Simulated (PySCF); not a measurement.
# Exercise with solution: dipole moment from atomic charges

Se(Cl)(OMe) (CH3ClOSe), SMILES CO[Se]Cl. Atoms are numbered in the order given.

```xyz
7

Se    -0.0118    -0.2906     0.6905
Cl    -1.2549     1.2533    -0.2526
O      1.3859    -0.3185    -0.4025
C      1.1937    -0.9347    -1.6615
H      0.4886    -0.3547    -2.2797
H      2.1773    -0.9445    -2.1529
H      0.8208    -1.9678    -1.5624
```

Geometry optimised at PBE0-D3(BJ)/def2-SVP. One conformer was computed; it need not be the lowest.

Charges (e) from PBE/def2-TZVP in PySCF:

| atom | IAO | ESP fit |
|---|---|---|
| Se1 | 0.480 | 0.135 |
| Cl2 | -0.231 | -0.117 |
| O3 | -0.476 | -0.196 |
| C4 | -0.228 | -0.068 |
| H5 | 0.148 | 0.066 |
| H6 | 0.166 | 0.110 |
| H7 | 0.141 | 0.070 |

The dipole moment of the full density is 1.83 D.

**Question.** What dipole moment does each set of point charges give, and which comes closer to that of the density?

**Answer.** 
μ = Σ q r, and 1 e Å = 4.8032 D.
IAO: Σ q r = (-0.098, -0.551, 0.045) e Å, |μ| = 2.70 D.
ESP fit: Σ q r = (0.122, -0.325, -0.182) e Å, |μ| = 1.88 D.
ESP fit comes closer in size. Point charges leave out the atoms' own dipoles (lone pairs, polarised bonds); fits to the potential absorb them, partitions of the density don't.
